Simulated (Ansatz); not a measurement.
Molecule: C4H11BO2 (charge 0, singlet). 
Geometry from a B3LYP-D3(BJ)/def2-TZVP (Ansatz, a first-principles code) optimisation:
```xyz
18

C      0.8405     2.6236    -0.0699
C     -0.2267     1.7288     0.5634
B     -0.1774     0.1998     0.1706
O     -1.2598    -0.5491     0.5478
C     -1.4070    -1.9584     0.5458
O      0.9307    -0.2420    -0.4960
C      1.1629    -1.5009    -1.1041
H      0.7663     2.6171    -1.1593
H      1.8447     2.2793     0.1821
H      0.7474     3.6596     0.2631
H     -0.1608     1.7879     1.6573
H     -1.2289     2.1062     0.3327
H     -1.6511    -2.3324    -0.4508
H     -2.2323    -2.1997     1.2153
H     -0.5102    -2.4644     0.9073
H      1.9896    -1.3756    -1.8028
H      0.2915    -1.8533    -1.6582
H      1.4458    -2.2535    -0.3654
```
Charge 0, spin multiplicity 1.

Wanted: atomisation energy (electronic, to ground-state atoms); the coupled-cluster value holds the core correlation from cc-pwCVTZ, in kcal/mol. Valence correlation only, unless marked. UHF or UKS for open shells. Spin-orbit coupling is left out. Non-relativistic. Basis-set limits of correlation are two-point, X^-3; Hartree-Fock from the larger set. The bracket is a focal-point correction in the basis named.

Level to compare with: RI-MP2/CBS(aug-cc-pVTZ,aug-cc-pVQZ)+[CCSD(T)-MP2]/aug-cc-pVTZ plus the core term (Ansatz), 1747.3 kcal/mol. It is a level with limits of its own, and the differences hold the functionals' basis error too.

Task: Rank these functionals by how close they come to RI-MP2/CBS(aug-cc-pVTZ,aug-cc-pVQZ)+[CCSD(T)-MP2]/aug-cc-pVTZ, closest first: BLYP/def2-TZVPD (Ansatz); BHLYP/def2-TZVPD (Ansatz); SVWN5/def2-TZVPD (Ansatz).

Result: BLYP/def2-TZVPD (GGA, 1719.5 kcal/mol, difference -27.8), BHLYP/def2-TZVPD (global hybrid, 1687.6 kcal/mol, difference -59.7), SVWN5/def2-TZVPD (LDA, 1987.0 kcal/mol, difference 239.7)
